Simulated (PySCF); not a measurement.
C2H5PSi.
Cartesian coordinates in Å at the GFN2-xTB level; atoms count from 1:
```xyz
9
C2H5PSi angstrom
C     -1.198    0.461   -0.043
Si     0.269   -0.743   -0.084
C      1.816    0.232    0.191
P      3.119    1.062    0.420
H     -1.265    0.972    0.913
H     -2.135   -0.065   -0.203
H     -1.109    1.219   -0.816
H      0.365   -1.397   -1.395
H      0.152   -1.735    0.993
```

Computed with TDDFT B3LYP/def2-SVPD, vertical, gas phase, core orbitals frozen in the response in PySCF 2.14.0, density-fitted response routines.

Ground-to-excited transition dipoles (e·a0, same axes as the geometry; the sign carries no meaning), for the states with f of 0.002 or more among the lowest 8:

```tsv
state	E (eV)	μx	μy	μz
S4	6.194	0.150	0.237	0.045
S5	6.198	-0.017	-0.030	0.229
S6	6.581	-1.685	-0.607	-0.233
S8	6.927	0.779	0.614	0.155
```

(1) What oscillator strength does each state have?

(2) The point group is Cs. Which irreducible representation does each state belong to?

(3) Which bond between heavy atoms lies closest to the direction of the S6 transition dipole?

(4) What angle do the transition dipoles of S4 and S6 make?

(5) How is the summed strength of these states shared among x, y and z?

(6) What peak molar absorption coefficient would the strongest computed level give as a lone Gaussian band 0.4 eV wide at half height?

## Answers

(1) f = (2/3) ΔE |μ|² with ΔE in hartree (27.2114 eV).

```csv
state,|μ|² (au),|μ| (D),f
S4,0.081,0.72,0.012
S5,0.053,0.59,0.008
S6,3.261,4.59,0.526
S8,1.008,2.55,0.171
```

(2) Polarised normal to the mirror plane, so A″: S5. Polarised in the mirror plane, so A′: S4, S6 and S8.

(3) Si2–C3 and C3–P4, at 12° from it; next C1–Si2 at 60°.

(4) |cos θ| = |μa·μb| / (|μa| |μb|) = 0.79, so θ ≈ 38° (taken between 0 and 90°, since the signs are arbitrary).

(5) (2/3) Σ ΔE μα² gives 0.564 for x, 0.132 for y and 0.021 for z, 0.717 in all.

(6) ε(max) = 2.175×10⁸ f / FWHM, with the width in cm⁻¹. S6: 2.175×10⁸ × 0.5258 / 3226 ≈ 35000 L mol⁻¹ cm⁻¹.

Time: 7.1 s wall. Hardware: Arm Neoverse V2, one thread, on a shared host.
